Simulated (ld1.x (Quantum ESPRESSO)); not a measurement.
## Configuration tests for indium (In) (PAW)

| Quantity | Value |
| --- | --- |
| Element | indium (In) |
| Generator | ld1.x (Quantum ESPRESSO) 7.5 |
| Type | PAW |
| Functional | PBE |
| Relativity | fully relativistic |
| Frozen core | [Kr] |
| Valence charge | 13 |
| Reference configuration | 4d10 5s1.5 5p0 (charge +1.5) |
| Partial waves | 5s (bound): rcut 1.64, rcutus 1.96 bohr; 5s channel at -1 Ry: rcut 1.64, rcutus 1.96 bohr; 5p (bound, empty): rcut 1.50, rcutus 2.00 bohr; 5p channel at -0.6 Ry: rcut 1.50, rcutus 2.00 bohr; 4d (bound): rcut 1.12, rcutus 1.22 bohr; 4d channel at -1.95 Ry: rcut 1.12, rcutus 1.22 bohr |
| Local potential | all-electron potential smoothed inside 0.94 bohr (lloc = -1) |
| Core correction | Bessel-smoothed model core inside 0.75 bohr |
| Augmentation charge | PSQ, inside the norm-conserving radii |

Open shells are filled in proportion to 2j + 1 (rel_dist='average').

Energies are relative to the spin-unpolarised reference configuration 4d10 5s1.5 5p0; without spin polarisation the order of configurations can differ from experiment. Not all tests gave a result: 3 of 7 tests not solved or not reliable. Left out of the table: 4d10 5s2 5p1 (solver errors, printed error -97 meV); 4d10 5s0 5p3 (solver errors, printed error -1321 eV); 4d10 5s1 5p1 (pseudo-atom not self-consistent, printed error +1.0 eV).

```json
{"valence configuration": "4d10 5s2 5p0", "charge": "+1", "ΔE all-electron (eV)": "-8.524", "error AE − PS (meV)": "-0.4"}
{"valence configuration": "4d10 5s1 5p0", "charge": "+2", "ΔE all-electron (eV)": "10.711", "error AE − PS (meV)": "-0.5"}
{"valence configuration": "4d9 5s2 5p1", "charge": "+1", "ΔE all-electron (eV)": "11.210", "error AE − PS (meV)": "-92"}
```

What are ΔE and the potential's error for 4d10 5s2 5p1.3?

ΔE = -14.432 eV all-electron; the error (AE − PS) is -3705 meV.

These tests converged, but a pseudo level misses the all-electron one widely, so the file describes the atom poorly there or has found another state: 4d10 5s2 5p1.3: 4d by 5.4 eV (a node warning on the way).

The ghost test of this file was not conclusive.
